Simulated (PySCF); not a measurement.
Energy of W⁺ (tungsten, charge +1) between two integer charges

The 6s alpha orbital of [Xe] 4f14 5d4 6s1 is emptied in steps (occupation f), with all orbitals relaxed, ending at [Xe] 4f14 5d4. Computed with PySCF 2.14 in aug-cc-pVTZ-PP with ECP60MDF (6s6p5d3f2g, 88 functions), with scalar relativity through the core potential. The exact energy is a straight line in f; departures are measured from the line between the end points of the same method.

```tsv
f	UHF (eV)
1	0.000
0.75	0.052
0.5	0.067
0.25	0.049
0	0.000
```

Question: For UHF, how does the orbital energy at f = 1 compare with the removal energy?

Answer: −ε = 15.278 eV against a total-energy difference of 14.995 eV. By Janak's theorem ε = ∂E/∂f, so the gap between them reflects the curvature. Along the path −ε is 15.128 (f = 0.75), 14.988 (f = 0.5), 14.860 (f = 0.25) eV.

Reference removal energy between the ground levels: 16.37 ± 0.15 eV (semi-empirical (NIST evaluation); NIST Atomic Spectra Database, ionization energies). The calculation has no spin-orbit coupling. UHF lacks correlation.
